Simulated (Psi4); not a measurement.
Cl (SMILES [Cl-]), charge -1, singlet (a gas-phase anion, which may not be bound at this level); B3LYP5/6-311G** (Psi4 1.11).

Input for Psi4:
```
memory 2 GB

molecule mol {
-1 1
Cl    0.000000    0.000000    0.000000
}

set {
  basis 6-311g**
  reference rks
  scf_type pk
  puream true
  d_convergence 1e-8
  dft_radial_points 99
  dft_spherical_points 590
}

energy('b3lyp5')
print_variables()
```

It wrote (shortened):

```
   => Loading Basis Set <=

    Name: 6-311G**
    Role: ORBITAL
    Keyword: BASIS

         ---------------------------------------------------------
                                   SCF
               by Justin Turney, Rob Parrish, Andy Simmonett
                          and Daniel G. A. Smith
                              RKS Reference
         ---------------------------------------------------------

  ==> Geometry <==

    Molecular point group: d2h
    Geometry (in Angstrom), charge = -1, multiplicity = 1:

       Center              X                  Y                   Z               Mass
    ------------   -----------------  -----------------  -----------------  -----------------
         CL           0.000000000000     0.000000000000     0.000000000000    34.968852682000

  Running in d2h symmetry.

  Rotational constants: A = ************  B = ************  C = ************ [cm^-1]
  Rotational constants: A = ************  B = ************  C = ************ [MHz]
  Nuclear repulsion =    0.000000000000000

  Charge       = -1
  Multiplicity = 1
  Electrons    = 18
  Nalpha       = 9
  Nbeta        = 9

  ==> Algorithm <==

  SCF Algorithm Type is PK.
  DIIS enabled.
  MOM disabled.
  Fractional occupation disabled.
  Guess Type is CORE.
  Energy threshold   = 1.00e-06
  Density threshold  = 1.00e-08
  Integral threshold = 1.00e-12

  ==> Primary Basis <==

  Basis Set: 6-311G**
    Blend: 6-311G**
    Number of shells: 12
    Number of basis functions: 26
    Number of Cartesian functions: 27
    Spherical Harmonics?: true
    Max angular momentum: 2

  ==> DFT Potential <==

   => LibXC <=

    Version 7.1.2
    S. Lehtola, C. Steigemann, M. J. T. Oliveira, and M. A. L. Marques,  SoftwareX 7, 1–5 (2018) (10.1016/j.softx.2017.11.002)

   => Composite Functional: B3LYP5 <=

    B3LYP5 Hyb-GGA Exchange-Correlation Functional

    P. J. Stephens, F. J. Devlin, C. F. Chabalowski, and M. J. Frisch,  J. Phys. Chem. 98, 11623 (1994) (10.1021/j100096a001)

    Deriv               =              1
    GGA                 =           TRUE
    Meta                =          FALSE

    Exchange Hybrid     =           TRUE
    MP2 Hybrid          =          FALSE

   => Exchange Functionals <=

    0.0800   Slater exchange
    0.7200         Becke 88

   => Exact (HF) Exchange <=

    0.2000               HF

   => Correlation Functionals <=

    0.1900   Vosko, Wilk & Nusair (VWN5)
    0.8100   Lee, Yang & Parr

   => LibXC Density Thresholds  <==

    XC_HYB_GGA_XC_B3LYP5:  1.00E-15

   => Molecular Quadrature <=

    Radial Scheme          =       TREUTLER
    Pruning Scheme         =           NONE
    Nuclear Scheme         =       TREUTLER

    Blocking Scheme        =         OCTREE
    BS radius alpha        =              1
    Pruning alpha          =              1
    Radial Points          =             99
    Spherical Points       =            590
    Total Points           =          52510
    Total Blocks           =            477
    Max Points             =            253
    Max Functions          =             26
    Weights Tolerance      =       1.00E-15

  ==> Integral Setup <==

  Using in-core PK algorithm.
   Calculation information:
      Number of atoms:                   1
      Number of AO shells:              12
      Number of primitives:             24
      Number of atomic orbitals:        27
      Number of basis functions:        26

      Integral cutoff                 1.00e-12
      Number of threads:                 1

  Performing in-core PK
  Using 123552 doubles for integral storage.
  We computed 3081 shell quartets total.
  Whereas there are 3081 unique shell quartets.

  ==> DiskJK: Disk-Based J/K Matrices <==

    J tasked:                  Yes
    K tasked:                  Yes
    wK tasked:                  No
    Schwarz Cutoff:          1E-12

  Minimum eigenvalue in the overlap matrix is 2.9189957425E-02.
  Reciprocal condition number of the overlap matrix is 1.3360550628E-02.
    Using symmetric orthogonalization.

  ==> Pre-Iterations <==

  SCF Guess: Core (One-Electron) Hamiltonian.

   -------------------------------------------------------
    Irrep   Nso     Nmo     Nalpha   Nbeta   Ndocc  Nsocc
   -------------------------------------------------------
     Ag         8       8       3       3       3       0
     B1g        1       1       0       0       0       0
     B2g        1       1       0       0       0       0
     B3g        1       1       0       0       0       0
     Au         0       0       0       0       0       0
     B1u        5       5       2       2       2       0
     B2u        5       5       2       2       2       0
     B3u        5       5       2       2       2       0
   -------------------------------------------------------
    Total      26      26       9       9       9       0
   -------------------------------------------------------

  ==> Iterations <==

                        Total Energy        Delta E     RMS |[F,P]|

   @RKS iter   1:  -438.11692722715912   -4.38117e+02   1.12565e+00 ADIIS
   @RKS iter   2:  -453.51733038535190   -1.54004e+01   4.58795e-01 ADIIS
   @RKS iter   3:  -457.94013757218801   -4.42281e+00   2.25782e-01 ADIIS
   @RKS iter   4:  -459.80001604604877   -1.85988e+00   8.11111e-02 DIIS/ADIIS
   @RKS iter   5:  -460.04569933426490   -2.45683e-01   5.40603e-02 DIIS/ADIIS
   @RKS iter   6:  -460.22875720699886   -1.83058e-01   7.38093e-03 DIIS/ADIIS
   @RKS iter   7:  -460.23200994973723   -3.25274e-03   2.80671e-04 DIIS/ADIIS
   @RKS iter   8:  -460.23201432206361   -4.37233e-06   1.26861e-06 DIIS
   @RKS iter   9:  -460.23201432210084   -3.72324e-11   1.84343e-07 DIIS
   @RKS iter  10:  -460.23201432210340   -2.55795e-12   4.24087e-09 DIIS
  Energy and wave function converged.

  ==> Post-Iterations <==

   Electrons on quadrature grid:
      Ntotal   =   18.0000000009 ; deviation = 9.479e-10

    Orbital Energies [Eh]
    ---------------------

    Doubly Occupied:

[...]
    Virtual:

[...]
    Final Occupation by Irrep:
             Ag   B1g   B2g   B3g    Au   B1u   B2u   B3u
    DOCC [     3,    0,    0,    0,    0,    2,    2,    2 ]
    NA   [     3,    0,    0,    0,    0,    2,    2,    2 ]
    NB   [     3,    0,    0,    0,    0,    2,    2,    2 ]

  @RKS Final Energy:  -460.23201432210340

   => Energetics <=

    Nuclear Repulsion Energy =              0.0000000000000000
    One-Electron Energy =                -641.3130517942133793
    Two-Electron Energy =                 203.9315644440948176
    DFT Exchange-Correlation Energy =     -22.8505269719847739
    Empirical Dispersion Energy =           0.0000000000000000
    VV10 Nonlocal Energy =                  0.0000000000000000
    Total Energy =                       -460.2320143221033391

Computation Completed

Properties will be evaluated at   0.000000,   0.000000,   0.000000 [a0]

Properties computed using the SCF density matrix

 Multipole Moments:

 ------------------------------------------------------------------------------------
     Multipole            Electronic (a.u.)      Nuclear  (a.u.)        Total (a.u.)
 ------------------------------------------------------------------------------------

 L = 1.  Multiply by 2.5417464519 to convert [e a0] to [Debye]
 Dipole X            :          0.0000000            0.0000000            0.0000000
 Dipole Y            :          0.0000000            0.0000000            0.0000000
 Dipole Z            :          0.0000000            0.0000000            0.0000000
 Magnitude           :                                                    0.0000000

 ------------------------------------------------------------------------------------

  Variable Map:
  ----------------------------------------------------------------------------
[...]
  Array Variable Map:
  ----------------------------------------------------------------------------
[...]
[...]
```
